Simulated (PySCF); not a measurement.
## Radial density of Sc⁺ (scandium, charge +1)

BHandHLYP, [Ar] 4s2, closed-shell 1S (an excited configuration). Calculation: PySCF 2.14, in aug-cc-pVQZ-DK; scalar relativity by spin-free X2C-1e.

| r (bohr) | 4πr²ρ (e/bohr) |
| --- | --- |
| 0.00125 | 0.1547 |
| 0.00210 | 0.3970 |
| 0.00354 | 0.9987 |
| 0.00595 | 2.429 |
| 0.0100 | 5.563 |
| 0.0168 | 11.45 |
| 0.0283 | 19.62 |
| 0.0476 | 24.85 |
| 0.0801 | 21.15 |
| 0.135 | 18.98 |
| 0.227 | 26.33 |
| 0.381 | 16.30 |
| 0.641 | 6.849 |
| 1.08 | 8.071 |
| 1.81 | 2.039 |
| 3.05 | 0.8161 |
| 5.13 | 0.1424 |
| 8.63 | 0.001391 |

Densities and radii are taken from the X2C orbitals without a picture-change correction, which distorts them close to the nucleus.
